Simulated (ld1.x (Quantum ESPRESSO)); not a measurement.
## PBE TM semilocal dataset for Sb, scalar-relativistic all-electron reference.

- Element: Sb
- Generator: ld1.x (Quantum ESPRESSO) 7.5
- Type: norm-conserving Troullier–Martins (semilocal form)
- Functional: PBE
- Relativity: scalar-relativistic
- Frozen core: [Kr]
- Valence charge: 15
- Reference configuration: 4d10 5s2 5p2 (charge +1)
- Partial waves: 5s (bound): rc 1.60 bohr; 4d (bound): rc 1.25 bohr; 5p (bound): rc 1.85 bohr
- Local potential: the p channel
- Core correction: none

- Cutoffs needed: 100 Ry and 180 Ry (the cutoffs (Ry, on a coarse ladder) from which the occupation-weighted sum of valence levels, in a spherical-Bessel basis at the reference potential, stays within 10 and 1 mRy of its value at 400 Ry)
- Ghost test: no extra level below or beside the all-electron valence levels (s, d, p tested); the semilocal form is local in each channel, so this says nothing of the separable form that plane-wave codes build from it (spherical-Bessel basis up to 400 Ry, 20 bohr box)
- Largest excitation error: -157 meV (all-electron minus pseudo) for 4d9 5s2 5p3, out of 7 test configurations
